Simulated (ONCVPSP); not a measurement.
## What one change does to a pseudopotential (sulfur (S), ONCV)

* Element: sulfur (S)
* Generator: ONCVPSP 4.0.1
* Type: optimised norm-conserving Vanderbilt (ONCV)
* Functional: PBEsol
* Relativity: scalar-relativistic
* Frozen core: [Ne]
* Valence charge: 6
* Reference configuration: 3s2 3p2 (charge +2)
* Partial waves: 3s: rc 1.00 bohr, ncon 3, nbas 7, qcut 8.3 1/bohr, 2 projectors, debl 3.8 Ha; 3p: rc 1.00 bohr, ncon 4, nbas 8, qcut 6.9 1/bohr, local
* Local potential: the p channel
* Core correction: none

Change: all radii scaled by about 1.20 (s 1.20, p 1.20 bohr).

Cutoffs: the cutoffs (Ha) at which the residual kinetic energy of the hardest occupied pseudo-wave falls to 1 and 0.1 mHa per electron; they do not see the model core or the augmentation charge, which bear on the density cutoff. Errors are all-electron minus pseudo energies relative to the spin-unpolarised reference configuration.

Task: What does the change do?

Result: The potential gets softer (192 Ha and 229 Ha → 15 Ha and 127 Ha); both files keep a bound ghost (s); of the 4 tests that both files solve, the error grows in 0 and shrinks in 1 by more than 15 % and 0.3 meV (median size 19.7 → 16.8 meV). A larger radius leaves more room for a smooth pseudo-wave, so fewer plane waves are needed.

```tsv
quantity	base	changed
cutoff, loose	192 Ha	15 Ha
cutoff, tight	229 Ha	127 Ha
loose cutoff by channel	s 39 Ha, p 192 Ha	s 15 Ha, p 14 Ha
bound ghosts	s	s
GHOST(+) flags under 300 eV	none	none
error for 3s2 3p4, meV [ΔE -33.97 eV]	+25	+20
error for 3s2 3p3, meV [ΔE -22.24 eV]	+9.7	+8.5
error for 3s2 3p1, meV [ΔE 34.00 eV]	+14	+13
error for 3s2 3p0, meV [ΔE 80.76 eV]	+76	+80
```

 A true bound ghost makes a file unfit for plane-wave use even where its test errors are small: the radial tests pick states by their node count and pass the ghost by.
